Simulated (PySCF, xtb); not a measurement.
dialuminium oxide (Al2O), SMILES [Al][O][Al] (connectivity only; charge and spin as stated), neutral, multiplicity 1.

Harmonic wavenumbers (cm⁻¹) from GFN2-xTB (xtb) at its own minimum, in rising order: 175, 175, 501, 964.

### Question
What does PySCF 2.14.0 with r2SCAN-D4/def2-TZVP give at its own minimum? (Estimate from the structure and the level; the computed values follow.)

### Answer
98, 98, 510, 1003. Paired by order, the mean absolute difference is 50 cm⁻¹ and the zero-point energies are 2.6 and 2.4 kcal/mol.
